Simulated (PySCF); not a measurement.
PySCF 2.14 output of an unrestricted LDA calculation on a single atom or ion in aug-cc-pV5Z, with no relativity, point nucleus:

```
SCF conv_tol = 1e-09
number electrons alpha = 1  beta = 0
    P. A. M. Dirac.,  Math. Proc. Cambridge Philos. Soc. 26, 376 (1930)
    F. Bloch.,  Z. Phys. 57, 545 (1929)
    S. H. Vosko, L. Wilk, and M. Nusair.,  Can. J. Phys. 58, 1200 (1980)
cycle= 1 E= -0.503569611222708  delta_E= -0.000197  |g|= 0.000954  |ddm|= 0.0118
cycle= 2 E= -0.503570094443318  delta_E= -4.83e-07  |g|= 4.82e-05  |ddm|= 0.000584
cycle= 3 E= -0.503570095749943  delta_E= -1.31e-09  |g|= 2.24e-07  |ddm|= 3.26e-05
cycle= 4 E= -0.50357009574996  delta_E= -1.74e-14  |g|= 2.88e-09  |ddm|= 1.35e-07
converged SCF energy = -0.50357009574996  <S^2> = 0.75  2S+1 = 2
```

The run itself started from symmetry-adapted Hartree-Fock orbitals and held the occupation by maximum overlap, on a logarithmic radial grid, so the iterations belong to that start.

Which element, charge and spin multiplicity is this?

He⁺ (helium, charge +1), multiplicity 2; the state was 2p1, 2P determinant (an excited configuration).

For one electron the Hartree and exchange-correlation energies should cancel; what remains is the self-interaction error. The outer electron is Rydberg-like, and this basis confines it to a smaller radius and binds it less than a complete one would.
